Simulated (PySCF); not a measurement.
# C₆ coefficients of unlike pairs at PBE

Calculated with PySCF 2.14 from the dipole response of each species, C₆(A,B) = (3/π) ∫ α_A(iu) α_B(iu) du, in atomic units, from isotropic polarisabilities. For ions this is the dispersion term alone; charge-induced terms of lower order in 1/R come first.

```
species           configuration                                                                                              basis      relativity  α (bohr³)  C₆ (like pair)
    N³⁺           [He] 2s2 (1S)                     x2c-QZVPPall with one added diffuse shell each of s, p, d, f type (8s5p4d3f1g)   spin-free X2C      2.087           2.058
     Pt  [Xe] 4f14 5d9 6s1 (3D)  aug-cc-pVTZ-PP with one added diffuse shell each of s, p, d, f, g type with ECP60MDF (7s7p6d4f3g)  core potential      39.80           386.4
     K⁺               [Ar] (1S)                                                                               def2-TZVPPD (6s5p3d)            none      5.386           22.60
    S³⁺       [Ne] 3s2 3p1 (2P)                                                                     aug-cc-pV(5+d)Z (8s7p6d4f3g2h)            none      5.344           14.18
```

(1) Estimate C₆ for S³⁺ with N³⁺.

No spin-orbit coupling is included.

The other pairs:

| pair | C₆ |
| --- | --- |
| K⁺, Pt | 85.49 |
| K⁺, N³⁺ | 6.656 |
| S³⁺, Pt | 71.79 |
| S³⁺, K⁺ | 17.51 |
| Pt, N³⁺ | 27.47 |

Results:

(1) The integral gives 5.401. The combination rule 2 C_A C_B / (C_A α_B/α_A + C_B α_A/α_B) gives 5.401 and the geometric mean 5.403.
